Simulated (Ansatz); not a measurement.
A nudged elastic band was laid between two geometries of BrH + Cl2H3NOTi (10 atoms, charge 0, multiplicity 1).

These are results of Ansatz 0.2.0, RKS PBE/def2-SVP, not measurements.

```json
{
  "movable images": "7",
  "climbing image": "yes",
  "spring": "5.0 eV/Å²",
  "optimiser": "quadratic models (default)",
  "start path": "through a guess of the saddle point",
  "force threshold": "0.03 eV/Å",
  "iteration limit": "60",
  "end points": "relaxed"
}
```

Image 0:

```xyz
10
Properties=species:S:1:pos:R:3
Ti 0.250 -0.065 -0.112
Cl 0.079 0.147 2.132
O 1.837 -0.662 -0.596
H 2.671 -0.320 -0.963
Cl -0.200 1.882 -1.059
N -0.983 -1.331 -0.645
H -1.984 -1.246 -0.408
H -0.779 -2.233 -1.091
Br -3.542 -0.715 1.834
H -2.165 -0.370 2.168
```

Image 8:

```xyz
10
Properties=species:S:1:pos:R:3
Ti -0.743 -0.188 -0.465
Cl 1.041 0.140 3.208
O 0.859 -0.509 0.162
H 1.269 -0.337 1.049
Cl -0.928 1.714 -1.585
N -1.207 -1.609 -1.561
H -2.014 -1.603 -2.197
H -0.672 -2.480 -1.657
Br -2.194 -0.132 1.482
H -0.228 0.091 2.825
```

**Question.** What changes between the two ends?

**Answer.** Bonds broken: Ti1–Cl2, Br9–H10. Bonds formed: Ti1–Br9, Cl2–H10. BrH + Cl2H3NOTi becomes BrClH3NOTi + ClH.

**Question.** Give the energies along the band, and the barrier.

**Answer.** The forces met the threshold. The highest image is number 5 of 0 to 8, 9.0 kcal/mol above the first end and 10.5 kcal/mol above the last; the last end lies 1.5 kcal/mol below the first. A vibrational analysis at the climbing image gives no mode beyond 40i cm⁻¹: the surface is too flat there to confirm a saddle point. The orbitals stay closed-shell, which can raise the energy where a bond breaks towards radicals; this wasn't checked here.

```tsv
image	path coordinate (Å)	energy (kcal/mol)	Ti1–Cl2 (Å)	Br9–H10 (Å)	Ti1–Br9 (Å)
0	0.00	0.0	2.26	1.46	4.31
1	0.68	0.2	2.26	1.46	4.14
2	1.37	1.3	2.26	1.46	3.94
3	2.05	3.8	2.29	1.46	3.54
4	2.73	7.6	2.39	1.51	3.04
5	3.42	9.0	2.63	1.78	2.67
6	4.64	4.7	3.56	2.20	2.46
7	5.86	-1.2	4.08	2.37	2.43
8	7.08	-1.5	4.10	2.39	2.43
```

**Question.** What is the geometry of the highest image?

**Answer.** 
```xyz
10
Properties=species:S:1:pos:R:3
Ti -0.409 -0.035 -0.088
Cl 0.363 -0.513 2.381
O 1.326 -0.194 -0.399
H 2.100 -0.365 0.168
Cl -1.003 1.699 -1.339
N -1.040 -1.578 -0.883
H -2.041 -1.759 -1.025
H -0.454 -2.263 -1.373
Br -2.558 0.295 1.467
H -1.100 -0.201 2.353
```

The band took 38 iterations and roughly 21 core-minutes.

Run time: 5.7 min on 4 threads of Intel(R) Xeon(R) 6975P-C (Granite Rapids), on a shared host, peak memory 0.28 GiB.
